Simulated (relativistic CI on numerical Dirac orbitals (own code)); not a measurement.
d1 to d9 in one octahedral field

Computed with a parametric ligand-field model without spin-orbit coupling, by exact diagonalisation: B = 580, C = 2520, 10Dq = 24000 cm⁻¹ (Oh; |10Dq|/B = 41.4) for every shell. Energies in cm⁻¹; the field energy is (0.6 n_e − 0.4 n_t2) × 10Dq of the ground term; g labels are left out.

```csv
Shell,Ground term,Electrons in e,Field energy,First spin-allowed bands,Lowest term of other spin
d1,2T2,0.000,-9600,2E 24000,
d2,3T1,0.014,-18873,"3T2 22669, 3T1 30037",1T2 8758
d3,4A2,0.000,-28800,"4T2 24000, 4T1 30336",2E 12056
d4,3T1,0.022,-37877,"3E 21663, 3T1 22302",1T2 7363
d5,2T2,0.040,-47039,"2A2 20892, 2T1 21094",4T1 12137
d6,1A1,0.031,-56865,"1T1 22250, 1T2 30242",3T1 16893
d7,?,?,?,?,?
d8,3A2,2.000,-28800,"3T2 24000, 3T1 30336",1E 9597
d9,2E,3.000,-14400,2T2 24000,
```

Question: Fill in the row of d7.

Answer: Ground term: 2E; Electrons in e: 1.021; Field energy: -42689; First spin-allowed bands: 2T1 22106, 2T2 22709; Lowest term of other spin: 4T1 11881. Low spin: d4, d5, d6, d7; the other shells keep the spin of the free ion. Only d4 to d7 can choose; the field needed to pair spins is smallest for d6 and largest for d5, which loses most exchange energy. In the strong-field picture 10Dq must exceed about 6B + 5C = 16080 (d4), 7.5B + 5C = 16950 (d5), 2.5B + 4C = 11530 (d6) and 4B + 4C = 12400 (d7); mixing of terms shifts these bounds somewhat.
